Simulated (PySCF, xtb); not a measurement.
C₃H₆BFO, SMILES C=CCB(O)F. Other conformers were not sampled.

Harmonic wavenumbers (cm⁻¹) from GFN2-xTB (xtb) at its own minimum, in rising order: 42, 50, 176, 315, 394, 414, 478, 624, 633, 780, 827, 888, 932, 961, 1024, 1042, 1176, 1200, 1245, 1293, 1343, 1412, 1460, 1705, 2964, 3012, 3060, 3093, 3126, 3572.

### Question
What does B3LYP-D3(BJ)/def2-SVP (PySCF) give at its own minimum? (An estimate is asked for; the answer gives what the named calculation found.)

### Answer
71, 81, 210, 348, 410, 462, 520, 655, 670, 812, 851, 934, 951, 1033, 1034, 1055, 1182, 1218, 1313, 1357, 1412, 1442, 1475, 1706, 3022, 3087, 3125, 3136, 3226, 3774. Paired by order, the mean absolute difference is 44 cm⁻¹ and the zero-point energies are 56.1 and 58.0 kcal/mol.
